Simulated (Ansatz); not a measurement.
Ansatz (an electronic-structure program) input (CCSD(T)/aug-cc-pVDZ):

Ansatz 0.2 input:
```yaml
crystal:
  periodic: [false, false, false]
  atoms:
    - {symbol: C, position_ang: [1.10126503, -0.42590153, 0.11882443]}
    - {symbol: N, position_ang: [0.05902261, 0.36914836, 0.25462138]}
    - {symbol: C, position_ang: [-1.13701915, 0.20228262, -0.27306636]}
    - {symbol: H, position_ang: [2.03612484, -0.17060416, 0.61036532]}
    - {symbol: H, position_ang: [1.07185192, -1.35069917, -0.47726420]}
    - {symbol: H, position_ang: [-1.39316111, -0.65888258, -0.90885189]}
    - {symbol: H, position_ang: [-1.91344924, 0.93786092, -0.08114727]}
basis:
  gaussian:
    orbitals: aug-cc-pVDZ
total_charge: -1
magnetization: {spin_polarized: false}
correlation: {method: ccsd_t, electrons: outside_noble_gas}
output: {forces: true}
```

Output:

```
Functional definition: HF
integrals: 0.15 GiB planned
1042 factors; integrals over basis functions are off by at most 7.4e-4 eV
mean field: 0.26 GiB planned
mean field evaluation 1: about -3602.1731 eV, gradient 1.9e1 eV
mean field evaluation 2: about -3602.1744 eV, gradient 1.9e1 eV
mean field evaluation 4: about -3603.5558 eV, gradient 3.0e0 eV
mean field evaluation 8: about -3603.5833 eV, gradient 6.9e-4 eV
mean field evaluation 16: about -3603.5814 eV, gradient 2.9e-1 eV
mean field evaluation 32: about -3598.9456 eV, gradient 1.4e0 eV
mean field -3603.58325947 eV, -132.4292421892 hartree, gradient 1.2e-6 eV, S^2 0.000000; 0 other end points of the search recorded, 0 dependent functions left out
3 core orbitals not correlated
reference -3603.58325947 eV, -132.4292421892 hartree; 9, 9 occupied and 93, 93 virtual orbitals, 1042 factors
densities: 0.70 GiB planned
second order -13.24800500 eV of doubles, -0.00000000 eV of singles
coupled cluster: 0.46 GiB planned
cycle   1  -13.39345954 eV  change   -1.5e-1 eV  update   9.5e-2
cycle   2  -13.78577640 eV  change   -3.9e-1 eV  update   2.9e-2
cycle   3  -13.88047553 eV  change   -9.5e-2 eV  update   1.7e-2
cycle   4  -13.87747499 eV  change    3.0e-3 eV  update   5.8e-3
cycle   5  -13.87470899 eV  change    2.8e-3 eV  update   3.6e-3
cycle   6  -13.87499812 eV  change   -2.9e-4 eV  update   1.4e-3
cycle   7  -13.87460804 eV  change    3.9e-4 eV  update   6.4e-4
cycle   8  -13.87447696 eV  change    1.3e-4 eV  update   2.8e-4
cycle   9  -13.87457624 eV  change   -9.9e-5 eV  update   1.1e-4
cycle  10  -13.87460153 eV  change   -2.5e-5 eV  update   4.0e-5
cycle  11  -13.87457830 eV  change    2.3e-5 eV  update   1.7e-5
cycle  12  -13.87458918 eV  change   -1.1e-5 eV  update   7.4e-6
cycle  13  -13.87459056 eV  change   -1.4e-6 eV  update   2.8e-6
cycle  14  -13.87459222 eV  change   -1.7e-6 eV  update   1.3e-6
perturbative correction -0.61579226 eV, -0.0226299481 hartree
the calculation of the forces begins
Total energy: -3618.07364395 eV, -132.9617539967 hartree
Atom 0 at     1.101265    -0.425902     0.118824 Å, force     0.641342    -0.608334    -0.158994 eV/Å
Atom 1 at     0.059023     0.369148     0.254621 Å, force     0.183758     1.149290     0.792727 eV/Å
Atom 2 at    -1.137019     0.202283    -0.273066 Å, force    -0.772432    -0.211552    -0.406525 eV/Å
Atom 3 at     2.036125    -0.170604     0.610365 Å, force     0.374038     0.120747     0.208447 eV/Å
Atom 4 at     1.071852    -1.350699    -0.477264 Å, force    -0.049915    -0.383807    -0.260692 eV/Å
Atom 5 at    -1.393161    -0.658883    -0.908852 Å, force    -0.071834    -0.377655    -0.264529 eV/Å
Atom 6 at    -1.913449     0.937861    -0.081147 Å, force    -0.304957     0.311310     0.089565 eV/Å
Dipole moment:    -0.017993    -0.112536    -0.077622 e Å
```

It need not be the lowest isomer of its formula. Whether it binds its extra electron was not tested at this geometry.
